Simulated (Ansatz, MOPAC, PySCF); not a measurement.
Noncovalent pair: HI (SMILES I) (first 2 atoms) with H4OSi (SMILES O[SiH3]); geometry from B3LYP-D3(BJ)/def2-TZVP.
(charge 0, multiplicity 1):
```
atom    x (Å)    y (Å)    z (Å)
----  -------  -------  -------
I     -0.4232  -1.1697  -0.6328
H     -0.5765  -0.9602   0.9732
O     -0.6601  -0.5539   2.9482
Si     0.1923   0.7035   3.6242
H     -1.2578  -1.0661   3.4989
H     -0.7242   1.7210   4.1896
H      0.9799   1.2728   2.5160
H      1.0848   0.2183   4.7027
```

Counterpoise-corrected where a basis set is named; no monomer relaxation. Rows marked so take none.

Correlated levels freeze the cores. Filled d and f shells under p-block atoms count as core. Rows in 3-21G carry no dispersion term and start afresh at each structure; the Pople sets are all-electron and without relativity. The state reached by PM6 isn't checked.

Codes used: Ansatz (a quantum-chemistry and plane-wave program) with Gaussian orbitals; MOPAC for PM6 (differences of heats of formation); PySCF for 3-21G rows, the dispersion terms.  In def2 rows elements past Kr take small-core potentials, without spin–orbit coupling.

```
level                          interaction energy (kcal/mol)
-----------------------------  -----------------------------
PM6                                                    -3.20
HF/def2-SVPD                                           -0.86
r2SCAN-D4/def2-TZVPPD                                  -3.40
B3LYP/3-21G (no counterpoise)                          -7.09
BHLYP-D3(BJ)/def2-TZVPPD                               -3.62
BHLYP-D4/def2-TZVPPD                                   -3.66
CAM-B3LYP/def2-TZVPPD                                  -2.51
B2PLYP-D3(BJ)/def2-TZVPPD                              -3.32
SCS-MP2/def2-SVPD                                        ___
```

### Question
Fill in the missing entries.

### Answer

- SCS-MP2/def2-SVPD, interaction energy (kcal/mol): -2.12
